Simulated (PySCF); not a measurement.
A GIAO shielding run with PySCF 2.14 (density fitting, non-relativistic, gas phase) on SMILES CCS[C@@H]1C[Si@H]1C(=O)O, C₅H₁₀O₂SSi:

```
$ OMP_NUM_THREADS=1 python probes_run.py task.json out

{"job": {"kind": "nmr", "xc": "PBE0", "basis": "pcSseg-1"}, "charge": 0, "multiplicity": 1}
C      2.478789     1.154871    -0.453087
C      2.250378    -0.341011    -0.548762
S      1.527914    -1.048859     0.971726
C     -0.113986    -0.333846     0.903130
C     -1.241549    -1.210704     1.435230
Si    -1.327898    -0.942840    -0.430802
C     -2.583882     0.323181    -1.051869
O     -3.121131     0.285043    -2.129880
O     -2.828317     1.283683    -0.153748
H      2.964420     1.513868    -1.358288
H      1.534448     1.682056    -0.338553
H      3.113802     1.386366     0.398891
H      1.572884    -0.588734    -1.368223
H      3.192139    -0.871995    -0.682136
H     -0.117833     0.695943     1.239843
H     -0.934385    -2.183146     1.791700
H     -1.934749    -0.728710     2.111048
H     -0.955965    -1.984142    -1.366903
H     -3.484883     1.918226    -0.489206
```

Hardware: 1 thread of an Arm Neoverse V1, shared host. The job also computes population analyses, field gradients, ring-centre shieldings.

Problem. How large is the calculation?

Solution. 86 electrons, 217 basis functions and 1171 auxiliary functions.

Problem. How long does it take, and how much memory does it need?

Solution. 41 s of wall time, with 15 SCF cycles and 5 response iterations; peak memory 1 GiB. Times on a shared host scatter by some tens of per cent.
